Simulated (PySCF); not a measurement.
CBrF3, charge +1, doublet, at the geometry of the source list (a state made from the parent by changing its charge; the spin is typed, not shown lowest); DF-WB97M-V/cc-pVDZ run with PySCF.

PySCF was given this input:
```python
from pyscf import gto, scf, dft

mol = gto.Mole()
mol.atom = '''
    F    -0.586600   -0.604900   -1.070200
    C    -0.112600    0.004600   -0.000800
    F    -0.600500   -0.584900    1.073500
    F    -0.516800    1.260100   -0.015100
    Br    1.816600   -0.075000    0.012500
'''
mol.basis = 'cc-pvdz'
mol.charge = 1
mol.spin = 1
mol.verbose = 4
mol.build()

mf = dft.UKS(mol)
mf.xc = 'wb97m_v'
mf = mf.density_fit(auxbasis='def2-universal-jkfit')
mf.kernel()
```

Output, abridged:

```
PySCF version 2.14.0

[INPUT] verbose = 4
[INPUT] num. atoms = 5
[INPUT] num. electrons = 67
[INPUT] charge = 1
[INPUT] spin (= nelec alpha-beta = 2S) = 1
[INPUT] symmetry False subgroup None
[INPUT] Mole.unit = angstrom
[INPUT] Symbol           X                Y                Z      unit          X                Y                Z       unit  Magmom
[INPUT]  1 F     -0.586600000000  -0.604900000000  -1.070200000000 AA   -1.108513344670  -1.143095332749  -2.022384898510 Bohr   0.0
[INPUT]  2 C     -0.112600000000   0.004600000000  -0.000800000000 AA   -0.212783161626   0.008692740173  -0.001511780900 Bohr   0.0
[INPUT]  3 F     -0.600500000000  -0.584900000000   1.073500000000 AA   -1.134780537801  -1.105300810258   2.028620994721 Bohr   0.0
[INPUT]  4 F     -0.516800000000   1.260100000000  -0.015100000000 AA   -0.976610461175   2.381243889564  -0.028534864481 Bohr   0.0
[INPUT]  5 Br     1.816600000000  -0.075000000000   0.012500000000 AA    3.432876477885  -0.141729459342   0.023621576557 Bohr   0.0

nuclear repulsion = 368.5289122758
number of shells = 26
number of NR pGTOs = 181
number of NR cGTOs = 83
basis = cc-pvdz
ecp = {}

******** <class 'pyscf.df.df_jk.DFUKS'> ********
method = DFUKS
initial guess = minao
damping factor = 0
level_shift factor = 0
DIIS = <class 'pyscf.scf.diis.CDIIS'>
diis_start_cycle = 1
diis_space = 8
diis_damp = 0
SCF conv_tol = 1e-09
SCF conv_tol_grad = None
SCF max_cycles = 50
direct_scf = False
number electrons alpha = 34  beta = 33
XC library pyscf.dft.libxc version 7.1.2
    S. Lehtola, C. Steigemann, M. J. T. Oliveira, and M. A. L. Marques,  SoftwareX 7, 1–5 (2018)
XC functionals = wb97m_v
    N. Mardirossian and M. Head-Gordon,  J. Chem. Phys. 144, 214110 (2016)
radial grids:
    Treutler-Ahlrichs [JCP 102, 346 (1995); DOI:10.1063/1.469408] (M4) radial grids

becke partition: Becke, JCP 88, 2547 (1988); DOI:10.1063/1.454033
pruning grids: <function nwchem_prune>
grids dens level: 3
symmetrized grids: False
atomic radii adjust function: <function treutler_atomic_radii_adjust>
** Following is NLC and NLC Grids **
NLC functional = wb97m_v
radial grids:
    Treutler-Ahlrichs [JCP 102, 346 (1995); DOI:10.1063/1.469408] (M4) radial grids

becke partition: Becke, JCP 88, 2547 (1988); DOI:10.1063/1.454033
pruning grids: <function nwchem_prune>
grids dens level: 3
symmetrized grids: False
atomic radii adjust function: <function treutler_atomic_radii_adjust>
small_rho_cutoff = 0
Set gradient conv threshold to 3.16228e-05
tot grids = 77328
tot grids = 77328
******** <class 'pyscf.df.df.DF'> ********
auxbasis = def2-universal-jkfit
Create RSH-DF object <pyscf.df.df.DF object> for omega=0.3
******** <class 'pyscf.df.df.DF'> ********
auxbasis = auxmol.basis = def2-universal-jkfit
init E= -2911.27812253431

cycle= 1 E= -2910.8495285248  delta_E= 0.429  |g|=  0.8  |ddm|= 1.53
cycle= 2 E= -2910.81164333382  delta_E= 0.0379  |g|= 0.972  |ddm|= 1.04
cycle= 3 E= -2911.12020834849  delta_E= -0.309  |g|= 0.057  |ddm|= 0.511
cycle= 4 E= -2911.12135855334  delta_E= -0.00115  |g|= 0.0143  |ddm|= 0.0475
cycle= 5 E= -2911.12154060728  delta_E= -0.000182  |g|= 0.00647  |ddm|= 0.0202
cycle= 6 E= -2911.12158146575  delta_E= -4.09e-05  |g|= 0.00249  |ddm|= 0.00793
cycle= 7 E= -2911.12159820829  delta_E= -1.67e-05  |g|= 0.00157  |ddm|= 0.00635
cycle= 8 E= -2911.12160218575  delta_E= -3.98e-06  |g|= 0.000529  |ddm|= 0.00292
cycle= 9 E= -2911.12160329371  delta_E= -1.11e-06  |g|= 9.78e-05  |ddm|= 0.00235
cycle= 10 E= -2911.12160332012  delta_E= -2.64e-08  |g|= 3.07e-05  |ddm|= 0.000354
cycle= 11 E= -2911.12160332165  delta_E= -1.53e-09  |g|= 2.03e-05  |ddm|= 7.05e-05
cycle= 12 E= -2911.12160332211  delta_E= -4.65e-10  |g|= 9.89e-06  |ddm|= 2.65e-05
Extra cycle  E= -2911.12160332237  delta_E= -2.59e-10  |g|= 7.94e-06  |ddm|= 2.11e-05
converged SCF energy = -2911.12160332237  <S^2> = 0.75222396  2S+1 = 2.0022227
```
